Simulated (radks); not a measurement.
Problem. Species: the calcium ion Ca4+. Configuration: [He] 2s2 2p5.75 3s2 3p4 4s0.25 (fractional occupations, a model configuration). Calculated with a radial shooting solver on a logarithmic mesh with Libxc functionals: scalar-relativistic Kohn-Sham, PBE, spin-polarised, spherical densities, point nucleus; open shells are filled with parallel spins first. Some entries of the table are withheld. Estimate them.

| orbital | occ. | eigenvalue (eV) | <1/r> (bohr^-1) | r(max) (bohr) |
|---|---|---|---|---|
| 1s up | 1 | -4025.347 | 19.74 | 0.05028 |
| 1s down | 1 | -4023.989 | 19.75 | 0.05027 |
| 2s up | 1 | -482.8000 | 4.075 | 0.2987 |
| 2s down | 1 | -481.0693 | 4.071 | 0.2989 |
| 2p up | 3 | -404.4863 | 3.980 | 0.2451 |
| 2p down | 2.75 | -402.3151 | 3.976 | 0.2455 |
| 3s up | 1 | -102.2790 | 1.300 | 0.9576 |
| 3s down | 1 | -98.7015 | 1.294 | 0.9591 |
| 3p up | 3 | -81.9374 | 1.201 | 0.9873 |
| 3p down | 1 | -78.4814 | 1.192 | 0.9905 |
| 3d up | 0 | -51.5302 | (1) | 0.9879 |
| 3d down | 0 | -48.5338 | (2) | 0.9927 |
| 4s up | 0.25 | (3) | 0.5341 | 2.388 |
| 4s down | 0 | (4) | 0.5349 | 2.400 |
| 4p up | 0 | -30.3783 | 0.4856 | 2.616 |

Solution. 
(1) 3d up <1/r> (bohr^-1): 0.9915
(2) 3d down <1/r> (bohr^-1): 0.9808
(3) 4s up eigenvalue (eV): -36.0567
(4) 4s down eigenvalue (eV): -34.4585
